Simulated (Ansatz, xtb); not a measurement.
Two structures of BGaGeH4Si

Structure a: a singlet given by its coordinates. Structure b: a singlet given by its coordinates. Both are isolated molecules in the gas phase, relaxed with PBE-D3(BJ)/def2-SVP.

a (Å):

```tsv
atom	x (Å)	y (Å)	z (Å)
B	-1.8919	-0.4294	2.1520
Ga	-0.0060	-0.1616	2.8328
Ge	-1.1426	0.5940	0.6510
Si	1.1608	1.0966	1.1482
H	-2.9512	-0.9287	2.4415
H	2.2059	0.4502	0.2786
H	1.5151	2.5439	1.3632
H	-1.8099	1.0587	-0.6646
```

Close contacts (Å): B1–Ga2 2.02, B1–Ge3 1.97, Ga2–Ge3 2.57, Ga2–Si4 2.40, Ge3–Si4 2.41, B1–H5 1.21, Ge3–H8 1.55, Si4–H6 1.51, Si4–H7 1.51.

b (Å):

```xyz
8

B    -0.2546    1.8353    0.0804
Ga   -1.1231   -1.3391    0.0218
Ge   -0.4420    0.4396    1.5124
Si   -0.2431    0.4404   -1.2654
H    -0.0848    3.0324    0.1078
H     0.7301    0.3805   -2.4261
H    -1.8871   -2.7057   -0.0237
H     0.4411    0.4095    2.8073
```

Close contacts (Å): B1–Ge3 2.01, B1–Si4 1.94, Ga2–Ge3 2.42, Ga2–Si4 2.37, B1–H5 1.21, Ga2–H7 1.57, Ge3–H8 1.57, Si4–H6 1.52.

Energies in hartree; the thermal terms are from PBE-D3(BJ)/def2-SVP harmonic frequencies (ideal gas, rigid rotor, one conformer each, 298.15 K, 1 atm) and include the zero-point energy:

```
                               a            b
E, CCSD(T)/def2-SVP  −4314.530455  −4314.538412
    E, MP2/def2-SVP  −4314.484824  −4314.492447
  E, MP2/def2-TZVPP  −4315.205368  −4315.209457
  zero-point energy      0.035193      0.034271
       H(298 K) − E      0.043279      0.042258
       G(298 K) − E      0.002791      0.002300
```

Task: Correct the CCSD(T) difference for the basis set by the MP2 change, then work out ΔE, ΔE₀, ΔH and ΔG for a → b in kJ/mol (1 Eh = 2625.50 kJ/mol) and the equilibrium ratio [b]/[a].

Result: 1. Differences b − a: CCSD(T) −0.007957, MP2 in the small set −0.007623, MP2 in the large set −0.004089 Eh.
2. ΔE = −0.007957 + (−0.004089 − (−0.007623)) = −0.004423 Eh = −11.61 kJ/mol.
3. ΔE₀ = ΔE + ΔZPE = −0.004423 + (−0.000922) Eh = −14.03 kJ/mol.
4. ΔH = ΔE + (−0.001021) Eh = −14.29 kJ/mol.
5. ΔG = ΔE + (−0.000491) Eh = −12.90 kJ/mol, so ΔS = (ΔH − ΔG)/T = −4.7 J/(mol K).
6. kT = 0.9442 mEh, so K = [b]/[a] = exp(−ΔG/kT) = exp(+5.20) ≈ 180.

Structure b is favoured at this temperature. An error of 4 kJ/mol in ΔG would change K by a factor of 5. Mirror images and further conformers aren't counted.

Other levels gave ΔE = −14.4 (PBE-D3(BJ)/def2-SVP); −52.3 (HF/def2-SVP); −20.0 (MP2/def2-SVP); −20.9 (CCSD(T)/def2-SVP) kJ/mol. The correlated steps freeze 24 core orbitals; the filled d shell of Ga and Ge is correlated, in a basis made for valence electrons. Programs: Ansatz 0.2.0.
